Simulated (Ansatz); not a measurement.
Born–Oppenheimer molecular dynamics of C2H8AlNSi (13 atoms, charge 0, multiplicity 1). It starts from a relaxed structure.

All numbers below come from Ansatz, RKS LDA/STO-3G.

```json
{"ensemble": "NVT, Nosé–Hoover chain", "time step": "0.5 fs", "steps asked": "400", "set temperature": "400 K", "thermostat": "time constant 300 fs, chain length 5", "seed": "403"}
```

First frame:

```xyz
13
Properties=species:S:1:pos:R:3
C -1.241 1.871 1.862
N -0.006 1.470 1.744
Si 0.181 -0.255 1.175
Al 1.210 -0.284 -0.878
C 0.412 -1.264 -2.305
H -1.440 2.913 2.192
H -2.164 1.269 1.675
H -1.122 -0.910 1.241
H 0.996 -0.879 2.208
H 2.506 0.457 -1.089
H 0.255 -2.317 -2.032
H -0.580 -0.859 -2.554
H 1.014 -1.245 -3.223
```

Question: How far do the bonds stretch over the last three quarters of this one trajectory? (Pairs bonded in most of those frames.)

Answer: 
```csv
bond,mean (Å),spread (Å),shortest,longest
C1–N2,1.304,0.017,1.27,1.34
C1–H6,1.113,0.022,1.07,1.15
C1–H7,1.123,0.048,1.05,1.19
N2–Si3,1.826,0.025,1.78,1.87
Si3–Al4,2.300,0.031,2.23,2.35
Si3–H8,1.464,0.046,1.40,1.53
Si3–H9,1.457,0.016,1.43,1.48
Al4–C5,1.906,0.014,1.88,1.93
Al4–H10,1.509,0.016,1.48,1.53
C5–H11,1.102,0.027,1.04,1.16
C5–H12,1.108,0.049,1.03,1.19
C5–H13,1.101,0.019,1.06,1.15
```

Mean temperature of the second half: 212 K. The conserved energy stayed within 0.54 meV per atom of its start (net change 0.066 meV per atom), so the integration is sound. The mean temperature of the second half is 47 % below the set value. A run of 0.2 ps of so small a system gives no equilibrium averages. Limits of this set-up: minimal basis.

The run took 6.3 min on 1 thread of Intel(R) Xeon(R) 6975P-C (Granite Rapids) (shared host), peak memory 0.11 GiB.
